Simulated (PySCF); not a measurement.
PBE on Xe (xenon, neutral), [Kr] 4d10 5s1 5p6 5d1, high-spin 3D determinant (an excited configuration). Computed with PySCF 2.14 in aug-cc-pVQZ-DK3, with the spin-free X2C one-electron Hamiltonian (Gaussian nucleus).

```
cycle= 1 E= -7444.9324439888  delta_E= -0.0111  |g|= 0.0451  |ddm|= 1.65
cycle= 2 E= -7444.93281461107  delta_E= -0.000371  |g|= 0.0433  |ddm|= 0.45
cycle= 3 E= -7444.93349204303  delta_E= -0.000677  |g|= 0.00479  |ddm|= 0.224
cycle= 4 E= -7444.93349596469  delta_E= -3.92e-06  |g|= 0.000562  |ddm|= 0.0145
cycle= 5 E= -7444.93349620653  delta_E= -2.42e-07  |g|= 3.43e-05  |ddm|= 0.00269
cycle= 6 E= -7444.93349620763  delta_E= -1.1e-09  |g|= 7.17e-06  |ddm|= 0.000251
cycle= 7 E= -7444.93349620766  delta_E= -2.73e-11  |g|= 3.26e-07  |ddm|= 2.63e-05
converged SCF energy = -7444.93349620766  <S^2> = 2.0009024  2S+1 = 3.0006016
```

Highest occupied orbital energy: 0.028 eV; ⟨L²⟩ = 6.01; populations by l: s 9.00, p 24.00, d 21.00, f 0.00.

**Question.** Can this result be used?

**Answer.** Not for this state. The calculation finished and met its thresholds. The outer electron is Rydberg-like, and this basis confines it to a smaller radius and binds it less than a complete one would. At PBE the highest occupied level has a positive energy, so only the finite basis holds that electron; for this excited configuration the basis is too tight for the outer shell.
